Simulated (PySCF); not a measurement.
CH₅ClGeO₂, SMILES [OH][Ge]([Cl])([OH])[CH3]. Atoms are numbered in the order given.

```xyz
10

C      1.9898    -0.1708    -0.4765
Ge     0.0886     0.0794    -0.2621
O     -0.8867    -0.9051    -1.3750
O     -0.2712     1.7901    -0.5350
Cl    -0.5772    -0.4978     1.7409
H      2.2410    -0.1061    -1.5450
H      2.5232     0.6166     0.0738
H      2.2809    -1.1560    -0.0878
H     -1.5255    -1.4577    -0.9041
H     -1.2186     1.9701    -0.6064
```
Charge 0, spin multiplicity 1.

Geometry: B3LYP-D3(BJ)/def2-SVP. This is a generated structure with no PubChem entry under its InChIKey; it may be hypothetical. The values are those of a single conformer.

The numbers are results of CAM-B3LYP/def2-TZVP in PySCF, not measurements.

Gas-phase values at a fixed geometry.

The total energy is -2729.04830 hartree and the highest occupied level comes out as -10.31 eV. The lowest empty level comes out as 0.83 eV. The orbital gap comes out as 11.14 eV. The dipole moment is 0.75 D. The quadrupole, principal values (traceless, Buckingham form, about the centre of nuclear charge) comes out as -8.85, -1.46, 10.31 D·Å. The mean static polarisability comes out as 57.8 bohr³ (8.57 Å³) and the polarisability, principal values is 51.7, 56.3, 65.5 bohr³.
